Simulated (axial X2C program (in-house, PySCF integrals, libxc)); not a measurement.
FeAs: from the spin-free to the two-component result

Computed with an in-house relativistic program for diatomic molecules. Spin-free means the one-electron spin-free X2C Hamiltonian; two-component (2c) means X2C with spin–orbit coupling and atomic mean-field two-electron Coulomb and Gaunt terms, so the difference of the two also holds small scalar two-electron terms. Basis: As dyall-cv3z [9s9p6d4f1g], Fe dyall-cv3z [9s10p6d3f2g] (cores contracted in-house); Gaussian nuclei, density fitting, unrestricted open shells. Masses: As 74.922 u, Fe 55.935 u.

Spin-free state: M_S = 5/2, Λ = 0 (beyond evenly filled blocks: σα, π+α, π-α, δ+α, δ-α); fragments As + Fe.

```csv
level,Re (Å),ωe (cm⁻¹),De (eV),μ (D)
PBE0,2.187,334.1,1.660,3.87
B97-3,2.222,315.7,1.389,3.82
```

Dipoles are positive if Fe is the positive end.

Two-component determinant lowest at the distance of the search:

Ω = 5/2 (⟨Sz⟩ = 2.50, ⟨Lz⟩ = 0.00 at PBE0); fragments As + Fe.

```
level  Re (Å)  ωe (cm⁻¹)  μ (D)
 PBE0   2.188      333.2   3.86
B97-3   2.224      314.7   3.81
```

From the two tables, how do the constants change at the PBE0 level (2c against spin-free)?

At the PBE0 level Re rises by 0.001 Å and ωe drops by 0.9 cm⁻¹.

One determinant describes the state; a PBE0 search over occupations chose it and may have missed a lower one. Dissociation energies refer to the lowest single-determinant-based atoms at the same level and basis. De is not given where an atomic determinant may have missed its ground term or J level, or where the truncated virtual space spoils (T). Density functionals use the spin component along the axis (collinear). Other states lie close and PBE0, whose exact exchange favours high spin, may order them wrongly; the determinant shown need not be the ground state. The nearest other spin-free determinant of the search, M_S = 3/2, Λ = 1, lies 0.38 eV up at the distance of the search. Without a current term, density functionals place determinants with orbital angular momentum somewhat too high. With several unpaired electrons one determinant need not be a pure state. This is the top spin component of a Σ state; components of lower Ω are not single determinants and can lie lower.
